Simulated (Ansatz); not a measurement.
# A basis-limit estimate, worked out

An elementary step of SiNH7F2, closed shell (SiH₃F ([F][SiH3]) + NH₃ + HF → SiNH₅ ([NH2][SiH3]) + HF + HF; Si–F, H–N, H–F broken or loosened, Si–N, F–H, H–F formed or tightened). “Start” and “end” are the PBE0-D4/def2-TZVP structures reached by relaxing down either side of its saddle point, with the molecules still in contact.

Program: Ansatz 0.2.0. Basis: def2-TZVPP and def2-QZVPP. Cores are frozen in the correlated methods.

Energies in eV:

| quantity | end | start |
| --- | --- | --- |
| Hartree–Fock, triple zeta (X = 3) | -14870.96999 | -14871.71487 |
| Hartree–Fock, quadruple zeta (X = 4) | -14871.54526 | -14872.30342 |
| MP2 correlation, X = 3 | -24.70918 | -24.46212 |
| MP2 correlation, X = 4 | -26.82820 | -26.57263 |
| CCSD(T) correlation, X = 3 | -26.33740 | -26.12365 |

Problem. Work out the step energy at the basis limit: extrapolate Hartree–Fock as E(X) = E∞ + A exp(−7.88 √X) and the MP2 correlation as E(X) = E∞ + B X^−2.97 (the exponents that Neese and Valeev fitted for def2-TZVPP and QZVPP), then add CCSD(T) − MP2 in triple zeta.

Solution. Each step is linear, so take the differences first (end − start): Hartree–Fock 0.74488 (X = 3) and 0.75816 (X = 4); MP2 correlation -0.24706 and -0.25557; CCSD(T) correlation -0.21375.
Two points give E∞ = E(4) + w [E(4) − E(3)], with w = 1/(exp(7.88 (2 − √3)) − 1) = 0.1377 for Hartree–Fock and w = 1/((4/3)^2.97 − 1) = 0.7407 for the correlation.
Hartree–Fock: 0.75816 + 0.1377 × 0.01328 = 0.7600 eV.
MP2 correlation: -0.25557 + 0.7407 × (-0.00851) = -0.2619 eV.
CCSD(T) − MP2: -0.21375 − (-0.24706) = 0.0333 eV.
Sum: 0.7600 + (-0.2619) + 0.0333 = 0.5314 eV, or 12.25 kcal/mol. Plain CCSD(T) in triple zeta gives 0.5311 eV, so the larger basis shifts the result by 0.0003 eV.

T1 diagnostic: at most 0.011.

Labels in which every atom is bracketed show which atoms are joined, not bond orders.

For scale, one of the runs: CCSD(T)/def2-TZVPP, 233 basis functions, launched by `ansatz run in.yaml --threads 4 --pin off --events-out ev --progress --plain --max-ram 9574MiB`. The run took 66 s on 4 CPU threads of an AMD EPYC 9R14 (shared host), with 4.3 GiB of host memory at its peak.
